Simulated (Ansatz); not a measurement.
Ansatz results at the PBE0-D4/def2-TZVP geometry: size of the dipole moment (ωB97M-V/def2-TZVPP) 1.76 D; size of the dipole moment (PBE/def2-TZVPP) 1.74 D; HOMO–LUMO gap (PBE/def2-TZVPP) 3.97 eV.

Each molecule was computed in one conformer, which needn't be the lowest.

Which molecule gave them?
A. `B[SiH2]Br`
B. `OCBF`
C. `N[SiH2][S][AlH2]`
D. `CBC(O)(F)F`

C. The others give `CBC(O)(F)F`: 2.90, 2.64, 4.47; `OCBF`: 1.22, 1.03, 4.64; `B[SiH2]Br`: 1.68, 1.53, 3.00.
